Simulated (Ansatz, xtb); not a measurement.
Species: SeO$_{2}$ (charge -1, doublet). 
Structure (B3LYP-D3(BJ)/def2-TZVP (Ansatz, a first-principles code) minimum search):
```xyz
3

O     -1.4187     0.5890     0.0023
Se     0.0118    -0.3024     0.0097
O      1.3685     0.6963    -0.0437
```
Charge -1, spin multiplicity 2.

Harmonic wavenumbers from GFN2-xTB (xtb, at its own minimum), cm⁻¹: 363, 748, 783.

Question: Give the harmonic wavenumbers at B3LYP-D3(BJ)/def2-TZVP (Ansatz, finite differences of forces, unscaled).

Answer: 331, 822, 829 cm⁻¹. Zero-point energy 2.8 kcal/mol.

Question: From these and the geometry, give the ideal-gas thermochemistry at 298.15 K and 1 atm (rigid rotor, harmonic oscillator).

Answer: Point group C2v, rotational symmetry number 2. Rotational constants 24.78, 8.118, 6.115 GHz. S(trans) 40.03, S(rot) 21.71, S(vib) 1.63, S(elec, spin only) 1.38, S 64.7 cal/(mol K). H(298) - H(0) 2.70 kcal/mol; G - E(el) -13.8 kcal/mol.
